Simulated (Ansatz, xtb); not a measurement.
## A geometry optimisation of H3NSn with r2SCAN-D4/def2-SVP

The starting geometry of this gas-phase singlet has its atoms placed at random.

```xyz
5

N     0.5795   -0.4287   -1.2341
Sn    0.1870    1.3427    1.1268
H     0.7945   -0.1087    0.6725
H    -0.4162   -0.7110   -0.8813
H    -1.0856    1.2950   -0.2262
```

Task: Guess where an optimisation with r2SCAN-D4/def2-SVP ends from this start.

Result: It ends as `[NH2][SnH]`. Contacts that open: Sn2–H3 (1.64 → 2.73 Å). Contacts that close: N1–Sn2 (2.98 → 2.03 Å), N1–H3 (1.95 → 1.02 Å).

The energy falls by 6.29 eV over 12 steps:

```tsv
step	E − E(last) (eV)
1	6.295
2	4.962
3	3.575
5	1.207
6	0.568
7	0.245
8	0.050
10	0.000
11	0.000
12	0.000
```

Final geometry (Å):

```yaml
atoms:
  - { symbol: N, position_ang: [0.4141, -0.2675, -0.1978] }
  - { symbol: Sn, position_ang: [0.0561, 1.4936, 0.7526] }
  - { symbol: H, position_ang: [1.2297, -0.8472, -0.0164] }
  - { symbol: H, position_ang: [-0.1814, -0.6911, -0.9050] }
  - { symbol: H, position_ang: [-1.4591, 1.7014, -0.1756] }
```

From the same start GFN2-xTB reaches the same bonding as this run.

From so rough a start the end depends on the optimiser's path, so another program may land elsewhere. The end wasn't checked by frequencies. Atoms past krypton carry core potentials, without spin–orbit terms. Run with Ansatz 0.2.0, 17 s on 1 thread of Intel(R) Xeon(R) Platinum 8259CL CPU @ 2.50GHz (Skylake/Cascade Lake) (shared host).
